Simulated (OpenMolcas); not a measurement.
## Predicting a hybrid from its neighbours: CH5GaO2

The species is CH5GaO2 (9 atoms), meant as a singlet with charge 0. As SMILES, `[CH3][Ga]([OH])[OH]`. The coordinates come from a PBE0-D4/def2-TZVP relaxation. This is one conformer, not always the lowest.

The HOMO–LUMO gap y, in eV, basis cc-pVDZ; a is the functional's share of exact exchange. Programs: OpenMolcas 26.06.

| functional | program | a | y (eV) |
| --- | --- | --- | --- |
| PBE | OpenMolcas | 0 | 5.65 |
| TPSS | OpenMolcas | 0 | 5.95 |
| B3LYP | OpenMolcas | 0.2 | ? |
| PBE0 | OpenMolcas | 0.25 | 8.33 |
| BHLYP | OpenMolcas | 0.5 | 10.80 |

Task: Fit y = c + s·a to the known rows and predict B3LYP.

Result: 
1. Means of the 4 rows: a = 0.1875, y = 7.683.
2. Σ(Δa)² = 0.17188, Σ(Δa·Δy) = 1.7206, so the slope is 1.7206/0.17188 = 10.01.
3. Intercept: 7.683 − (10.01) × 0.1875 = 5.806. The largest residual of the fit is 0.16.
4. B3LYP: 5.806 + (10.01) × 0.2 = 7.81 eV.

The run gave 7.65 eV, so the prediction is off by +0.16 eV, about the largest residual. Exact exchange lowers occupied levels and raises empty ones. The rows mix families of semi-local functionals, which the line can't see.
